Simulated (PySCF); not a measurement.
## Nuclear quadrupole coupling in `SC1CO[SiH2]OC1`

C₃H₈O₂SSi.
Cartesian coordinates in Å at the GFN2-xTB level; atoms count from 1:
```xyz
15
C3H8O2SSi angstrom
S      0.2899   -1.6508    1.6502
C      0.7436   -0.9160    0.0373
C     -0.4315   -0.9540   -0.9374
O     -1.4678   -0.0813   -0.5967
Si    -1.1895    1.4126    0.0028
O      0.3313    1.4301    0.5989
C      1.2958    0.4974    0.2100
H     -0.6531   -0.7626    1.9513
H      1.5379   -1.5642   -0.3383
H     -0.0587   -0.7058   -1.9411
H     -0.8557   -1.9636   -0.9644
H     -1.2947    2.3893   -1.0762
H     -2.0730    1.5662    1.1421
H      2.0740    0.4982    0.9811
H      1.7471    0.8125   -0.7414
```

Field gradients from the PBE0/pcSseg-1 density (PySCF, non-relativistic), principal values in atomic units, ordered |Vxx| ≤ |Vyy| ≤ |Vzz|:

| atom | Vxx | Vyy | Vzz |
| --- | --- | --- | --- |
| S1 | 0.5951 | 2.2937 | -2.8888 |
| O4 | -0.4870 | -1.2335 | 1.7205 |
| O6 | -0.4867 | -1.2330 | 1.7197 |

Task: Find the asymmetry η = (Vxx − Vyy)/Vzz and the couplings χ = eQV/h (234.96 MHz × Q in barn × V in au), with Q(33S) = −0.0678 b, Q(17O) = −0.0256 b.

Result: 
```csv
atom,environment,nucleus,η,χzz (MHz),χxx (MHz),χyy (MHz)
S1,thiol sulfur,33S,0.59,46.02,-9.48,-36.54
O4,silyl ether oxygen,17O,0.43,-10.35,2.93,7.42
O6,silyl ether oxygen,17O,0.43,-10.34,2.93,7.42
```

The tensor is traceless: Vxx + Vyy + Vzz = 0.

Task: What is Vzz at S1 in SI units (1 au = 9.71736 × 10²¹ V/m²)?

Result: -2.8888 au = -28.071 × 10²¹ V/m².

Task: And the gradient at the other heavy atoms, for which no coupling is worked out here?

Result: 
| atom | environment | Vzz (au) | η |
| --- | --- | --- | --- |
| C2 | sp3 carbon bound to sulfur | 0.255 | 0.03 |
| C3 | sp3 carbon bound to oxygen | 0.380 | 0.37 |
| Si5 | oxygen-bound silicon | 0.612 | 0.76 |
| C7 | sp3 carbon bound to oxygen | 0.380 | 0.37 |

Were the hydrogens deuterons (Q(2H) = 0.00286 b), χzz would run from 107 kHz (H12) to 201 kHz (H9).

Isolated species at its GFN2-xTB geometry (one conformer only). GFN2-xTB bond lengths can be off by several hundredths of an ångström, more for odd bonds, and the gradients follow them. With a basis this small, the couplings can be 20 % off.

The run behind these numbers computed NMR shieldings as well. Hardware: one thread of an Arm Neoverse V1, shared host with 32 logical CPUs at a one-minute load of 18. Cost: 25 s, 0.79 GiB resident at most.
